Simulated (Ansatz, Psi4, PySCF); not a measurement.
C2H7BOS2 (SMILES CSB(O)SC), singlet, geometry from GFN2-xTB, atoms displaced at random by about 0.03 Å a coordinate. Base run: PySCF with HF/STO-3G, gradient.

Here is a job for PySCF.
```python
from pyscf import gto, scf

mol = gto.Mole()
mol.atom = '''
    B     0.05155208    0.06369276    0.57730576
    O     0.44014858   -0.04528280    1.84689783
    H    -0.08806028    0.31101743    2.55002499
    S     0.95725405   -0.68502777   -0.76256637
    C     2.28729122   -1.44960628    0.21796284
    H     2.85350877   -0.60494801    0.81771471
    H     2.96928084   -1.84915746   -0.49359917
    H     1.94362074   -2.14054599    0.93556064
    S    -1.61258916    0.98392222    0.27037247
    C    -1.66677555    0.90857387   -1.57392526
    H    -0.77490259    1.33063398   -1.97669212
    H    -2.56453524    1.41756794   -1.92655368
    H    -1.78556213   -0.22552944   -1.89067274
'''
mol.basis = 'sto-3g'
mol.verbose = 4
mol.build()

mf = scf.RHF(mol)
mf.kernel()
g = mf.nuc_grad_method()
grad = g.kernel()
```

Programs used: Ansatz (an electronic-structure program), Psi4, PySCF; a row that names a program was run with it.

The coordinate followed is x of atom 3.

Each row names what was changed in the base input (with any setting that the change needs).

| change | dE/dx (Eh/bohr) | net force (Eh/bohr) |
|---|---|---|
| base | 0.030360 | 0.000000 |
| finite difference step (bohr) = 1e-5; conv_tol = 1e-11 | 0.030360 | - |
| density fitting = on | 0.030365 | 0.000000 |
| finite difference step (bohr) = 0.05; conv_tol = 1e-11 | 0.030317 | - |
| density fitting = on; auxbasis_response = off | 0.030377 | 0.002974 |
| code = ansatz | 0.030360 | 0.000000 |
| conv_tol = 1e-11 | 0.030360 | 0.000000 |
| code = psi4 | 0.030365 | 0.000000 |
| finite difference step (bohr) = 1e-4; conv_tol = 1e-11 | 0.030360 | - |
| finite difference step (bohr) = 0.2; conv_tol = 1e-11 | 0.029647 | - |
| finite difference step (bohr) = 1e-3; conv_tol = 1e-11 | 0.030359 | - |
| conv_tol = 1e-4 | 0.030324 | 0.000000 |

The net force is zero for an exact gradient.
